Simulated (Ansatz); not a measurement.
Gas-phase electronic energies from Ansatz, PBE0-D4/def2-TZVP geometries. CCSD(T)/CBS is the MP2 limit (def2-TZVPP, def2-QZVPP) plus CCSD(T) − MP2 in def2-TZVPP, frozen cores. This one scheme is used for every species. DFT in def2-TZVPP. B3LYP here is the variant with VWN-RPA as its local correlation; programs differ in this. For Se outer-core shells are correlated without core-valence functions, which leaves a few kJ/mol of doubt a bond. Scalar relativity is left out up to krypton. Each species was taken in one conformer, which may not be the lowest.

`NB[SeH]` + `COCO` → `COC(O)[SeH]` + `BN`  (formal exchange of groups at the Se–B bond)

`NB[SeH]`:

```xyz
7

N    -0.562    0.127   -1.072
B     0.310   -0.026   -0.001
Se   -0.379   -0.104    1.828
H    -0.233    0.170   -2.021
H    -1.561    0.203   -0.987
H     1.484   -0.110   -0.190
H     0.940   -0.260    2.444
```

`COCO`:

Cartesian coordinates in Å:
```
C -0.258 -0.869 0.988
O -0.263 0.502 0.661
C -0.176 0.743 -0.705
O 1.058 0.389 -1.257
H -0.345 -0.942 2.072
H -1.110 -1.386 0.525
H 0.666 -1.358 0.665
H -0.383 1.812 -0.826
H -0.920 0.154 -1.257
H 1.731 0.955 -0.866
```

`COC(O)[SeH]`:

Cartesian coordinates in Å:
```
C -0.271 -1.208 1.106
O -0.781 -0.158 0.304
C 0.105 0.272 -0.648
O 1.186 0.880 -0.015
Se -0.823 1.490 -1.895
H 0.569 -0.871 1.717
H 0.051 -2.052 0.483
H -1.088 -1.531 1.750
H 0.440 -0.564 -1.285
H 1.740 1.288 -0.686
H -1.128 2.455 -0.831
```

`BN`:

Cartesian coordinates in Å:
```
B -0.229 0.035 0.642
N 0.235 -0.036 -0.661
H -1.197 -0.600 0.949
H 0.349 0.728 1.428
H 1.042 0.470 -0.987
H -0.201 -0.598 -1.372
```

```json
{"level": "B3LYP-D4", "ΔE (kJ/mol)": "107.7"}
{"level": "PBE", "ΔE (kJ/mol)": "110.3"}
{"level": "B3LYP", "ΔE (kJ/mol)": "111.0"}
{"level": "HF/def2-TZVPP", "ΔE (kJ/mol)": "120.7"}
{"level": "CCSD(T)/def2-TZVPP", "ΔE (kJ/mol)": "111.6"}
{"level": "SCS-MP2/def2-QZVPP", "ΔE (kJ/mol)": "112.1"}
{"level": "HF/CBS(def2)", "ΔE (kJ/mol)": "120.2"}
{"level": "MP2/CBS(def2)", "ΔE (kJ/mol)": "114.1"}
```

Q: What does CCSD(T)/CBS give? (Estimate.)

A: Computed: +112.5 kJ/mol. The listed levels differ from it by -4.8, -2.2, -1.5, 8.2, -0.9, -0.4, 7.7, 1.6 kJ/mol.

Largest T1 diagnostic among the species: 0.012.

From PBE to PBE0 (25 % exact exchange), in def2-TZVPP and without D4, ΔE moves by +5.5 kJ/mol. In def2-TZVPP, CCSD(T) changes the Hartree–Fock value by −9.1 kJ/mol (the triples alone add −2.5 kJ/mol) and MP2 by −7.5 kJ/mol.
